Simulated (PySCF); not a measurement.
Excitation energy of Al by level of theory

Al [Ne] 3s2 3p1 (2P) → Al [Ne] 3s1 3p1 3d1 (high-spin determinant), as a difference of total energies. All numbers are calculated (PySCF 2.14, scalar relativity by spin-free X2C-1e, in aug-cc-pCVTZ-DK with one added diffuse shell each of s, p, d, f type (9s8p6d4f, 91 functions)). Correlated levels: valence and next inner shell: 1s2 frozen. The calculations carry no spin-orbit coupling.

```json
{"method": "UHF", "excitation energy (eV)": "7.451"}
{"method": "MP2 (valence and next inner shell)", "excitation energy (eV)": "8.438"}
{"method": "SCS-MP2 (valence and next inner shell)", "excitation energy (eV)": "8.641"}
{"method": "CCSD (valence and next inner shell)", "excitation energy (eV)": "8.596"}
{"method": "CCSD(T) (valence and next inner shell)", "excitation energy (eV)": "8.609"}
```

**Question.** How much does correlation contribute at CCSD(T) (valence and next inner shell)?

**Answer.** 8.609 − (7.451) = 1.158 eV, measured against UHF.

The upper state lies above the first ionisation limit, but in LS coupling its spin forbids autoionisation to the ground ion.

The promoted electron is Rydberg-like, and one or two diffuse shells describe it only roughly, which tends to raise the upper state.

The coupled-cluster amplitudes are large for the upper state (T1 above 0.03 or a double amplitude above 0.15), so a single reference is strained.

The determinant of the upper state mixes LS terms, which raises its energy above the lowest term, most at the Hartree-Fock and MP2 levels.
